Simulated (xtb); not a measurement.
CH₆GaN, SMILES [NH]([GaH2])C. All values are semi-empirical tight-binding results from xtb (GFN2-xTB unless named), good for trends rather than for accurate numbers. Coordinates come from a GFN2-xTB optimisation.

For metal compounds this method's bond lengths and energies can be far off.

- point group as xtb finds it = Cs
- orbital gap = 4.18 eV
- zero-point energy = 39.2 kcal/mol
- G − E(el) at 298.15 K (modified RRHO) = 21.2 kcal/mol
